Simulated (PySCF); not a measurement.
C4H11Cl3Si2, SMILES CC(C)C[SiH2][Si](Cl)(Cl)Cl (GFN2-xTB optimised geometry):

```
20

C      0.275    -1.415    -1.200
C      0.802    -0.636     0.000
C      2.330    -0.636     0.000
C      0.281     0.805     0.000
Si    -1.611     1.004     0.099
Si    -2.471    -0.357     1.784
Cl    -2.715    -2.297     1.214
Cl    -4.306     0.280     2.393
Cl    -1.309    -0.407     3.456
H      0.707    -2.412    -1.224
H     -0.806    -1.515    -1.153
H      0.537    -0.906    -2.126
H      0.460    -1.133     0.915
H      2.709    -0.151    -0.898
H      2.713    -1.654     0.028
H      2.715    -0.103     0.867
H      0.651     1.311    -0.894
H      0.725     1.330     0.850
H     -1.909     2.412     0.393
H     -2.258     0.690    -1.182
```

Computed with CAM-B3LYP/def2-SVP run with PySCF 2.14.0.

**Question.** What are the frontier orbital energies and the dipole moment?

**Answer.** HOMO-2 -10.23 eV, HOMO-1 -10.14 eV, HOMO -9.54 eV, LUMO 0.84 eV, LUMO+1 0.97 eV; dipole moment 2.23 D.

Meta-Löwdin charges at CAM-B3LYP/def2-SVP: C1 -0.29, C2 -0.02, C3 -0.28, C4 -0.39, Si5 0.40, Si6 0.72, Cl7 -0.26, Cl8 -0.26, Cl9 -0.26, H10 0.10, H11 0.09, H12 0.09, H13 0.08, H14 0.09, H15 0.09, H16 0.09, H17 0.10, H18 0.10, H19 -0.09, H20 -0.09.
